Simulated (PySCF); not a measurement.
H6MgSi2 (SMILES [SiH3][Mg][SiH3]), singlet, at the geometry of the source list; DF-PBE/6-31G (PySCF).

PySCF was given this input:
```python
from pyscf import gto, scf, dft

mol = gto.M(
    atom='''
Mg    0.02780000   -0.00670000   -0.01980000
Si   -0.28830000    2.08210000   -1.49890000
H    -1.34960000    3.02880000   -1.06220000
H    -0.64560000    1.83110000   -2.92000000
H     0.89980000    2.96790000   -1.61740000
Si    0.29310000   -2.07940000    1.49010000
H     0.35610000   -3.39650000    0.80020000
H    -0.79990000   -2.29370000    2.47830000
H     1.50670000   -2.13370000    2.34960000
''',
    basis='6-31g',
    verbose=4,
    max_memory=1800,
)

mf = dft.RKS(mol)
mf.xc = 'pbe'
mf = mf.density_fit(auxbasis='def2-universal-jkfit')
mf.kernel()
```

Question: Predict the main parts of the log of this PySCF run.

Answer: 
```
PySCF version 2.14.0

[INPUT] verbose = 4
[INPUT] num. atoms = 9
[INPUT] num. electrons = 46
[INPUT] charge = 0
[INPUT] spin (= nelec alpha-beta = 2S) = 0
[INPUT] symmetry False subgroup None
[INPUT] Mole.unit = angstrom
[INPUT] Symbol           X                Y                Z      unit          X                Y                Z       unit  Magmom
[INPUT]  1 Mg     0.027800000000  -0.006700000000  -0.019800000000 AA    0.052534386263  -0.012661165035  -0.037416577266 Bohr   0.0
[INPUT]  2 Si    -0.288300000000   2.082100000000  -1.498900000000 AA   -0.544808041712   3.934598763957  -2.832510488111 Bohr   0.0
[INPUT]  3 H     -1.349600000000   3.028800000000  -1.062200000000 AA   -2.550374377713   5.723602486083  -2.007267089513 Bohr   0.0
[INPUT]  4 H     -0.645600000000   1.831100000000  -2.920000000000 AA   -1.220007186019   3.460277506691  -5.518000283730 Bohr   0.0
[INPUT]  5 H      0.899800000000   2.967900000000  -1.617400000000 AA    1.700375566884   5.608518165097  -3.056443033872 Bohr   0.0
[INPUT]  6 Si     0.293100000000  -2.079400000000   1.490100000000 AA    0.553878727110  -3.929496503421   2.815880898214 Bohr   0.0
[INPUT]  7 H      0.356100000000  -3.396500000000   0.800200000000 AA    0.672931472958  -6.418454782085   1.512158844877 Bohr   0.0
[INPUT]  8 H     -0.799900000000  -2.293700000000   2.478300000000 AA   -1.511591927040  -4.334464811915   4.683308254510 Bohr   0.0
[INPUT]  9 H      1.506700000000  -2.133700000000   2.349600000000 AA    2.847250351882  -4.032108631984   4.440100502278 Bohr   0.0

nuclear repulsion = 139.382882619515
number of shells = 33
number of NR pGTOs = 162
number of NR cGTOs = 51
basis = 6-31g
ecp = {}

******** <class 'pyscf.df.df_jk.DFRKS'> ********
method = DFRKS
initial guess = minao
damping factor = 0
level_shift factor = 0
DIIS = <class 'pyscf.scf.diis.CDIIS'>
diis_start_cycle = 1
diis_space = 8
diis_damp = 0
SCF conv_tol = 1e-09
SCF conv_tol_grad = None
SCF max_cycles = 50
direct_scf = False
XC library pyscf.dft.libxc version 7.1.2
    S. Lehtola, C. Steigemann, M. J. T. Oliveira, and M. A. L. Marques,  SoftwareX 7, 1–5 (2018)
XC functionals = pbe
    J. P. Perdew, K. Burke, and M. Ernzerhof,  Phys. Rev. Lett. 77, 3865 (1996)
    J. P. Perdew, K. Burke, and M. Ernzerhof,  Phys. Rev. Lett. 78, 1396 (1997)
    J. P. Perdew, K. Burke, and M. Ernzerhof,  Phys. Rev. Lett. 77, 3865 (1996)
    J. P. Perdew, K. Burke, and M. Ernzerhof,  Phys. Rev. Lett. 78, 1396 (1997)
radial grids:
    Treutler-Ahlrichs [JCP 102, 346 (1995); DOI:10.1063/1.469408] (M4) radial grids

becke partition: Becke, JCP 88, 2547 (1988); DOI:10.1063/1.454033
pruning grids: <function nwchem_prune>
grids dens level: 3
symmetrized grids: False
atomic radii adjust function: <function treutler_atomic_radii_adjust>
small_rho_cutoff = 0
Set gradient conv threshold to 3.16228e-05
Initial guess from minao.
tot grids = 115792
init E= -781.89272107106
  HOMO = -0.246769906885231  LUMO = -0.0721981772839681  gap/eV = 4.75034
cycle= 1 E= -782.084590270082  delta_E= -0.192  |g|= 0.188  |ddm|=  2.5
  HOMO = -0.210210400486127  LUMO = -0.083704408702616  gap/eV = 3.44240
cycle= 2 E= -782.087894709303  delta_E= -0.0033  |g|= 0.173  |ddm|= 0.848
  HOMO = -0.215319721234823  LUMO = -0.0680017654975344  gap/eV = 4.00873
cycle= 3 E= -782.107364140868  delta_E= -0.0195  |g|= 0.00946  |ddm|= 0.451
  HOMO = -0.216759482465228  LUMO = -0.0700883237081887  gap/eV = 3.99113
cycle= 4 E= -782.107410192054  delta_E= -4.61e-05  |g|= 0.00192  |ddm|= 0.0255
  HOMO = -0.217029953290918  LUMO = -0.0702668038046515  gap/eV = 3.99363
cycle= 5 E= -782.107411651342  delta_E= -1.46e-06  |g|= 0.00056  |ddm|= 0.0043
  HOMO = -0.216887004730398  LUMO = -0.0701683735820455  gap/eV = 3.99242
cycle= 6 E= -782.107411836012  delta_E= -1.85e-07  |g|= 6.19e-05  |ddm|= 0.00156
  HOMO = -0.216889438299535  LUMO = -0.0701710334669887  gap/eV = 3.99241
cycle= 7 E= -782.107411837144  delta_E= -1.13e-09  |g|= 4.12e-05  |ddm|= 0.000216
  HOMO = -0.216891978235198  LUMO = -0.0701730864874702  gap/eV = 3.99242
cycle= 8 E= -782.107411838049  delta_E= -9.05e-10  |g|= 2.02e-06  |ddm|= 8.82e-05
  HOMO = -0.216892122051259  LUMO = -0.070173233732281  gap/eV = 3.99242
Extra cycle  E= -782.107411838046  delta_E= 2.96e-12  |g|= 1.82e-06  |ddm|= 7.95e-06
converged SCF energy = -782.107411838046
```
